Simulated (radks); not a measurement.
The numbers below are computed, except where a source is named.
Problem. Mean orbital radii <r> (bohr) of the gallium ion Ga2+, [Ar] 3d10 4s1, of relativity; Dirac values are averaged over j with weights 2j + 1. Spin-unpolarised spherical Kohn-Sham, PBE, point nucleus unless stated (finite: rms radius 3.9973 fm), a radial shooting solver on a logarithmic mesh with Libxc functionals. A level marked "c x" has the speed of light scaled by that factor.

| shell | non-rel. |
|---|---|
| 1s | 0.04943 |
| 2s | 0.2215 |
| 2p | 0.1922 |
| 3s | 0.6627 |
| 3p | 0.6838 |
| 3d | 0.7940 |
| 4s | 2.108 |

Give the values at the level "Dirac, c x 1.25".

Solution. 
shell  Dirac, c x 1.25  change of magnitude (%)
1s             0.04890                    -1.07
2s              0.2190                    -1.14
2p              0.1912                    -0.52
3s              0.6558                    -1.04
3p              0.6807                    -0.44
3d              0.7966                    +0.33
4s               2.088                    -0.93
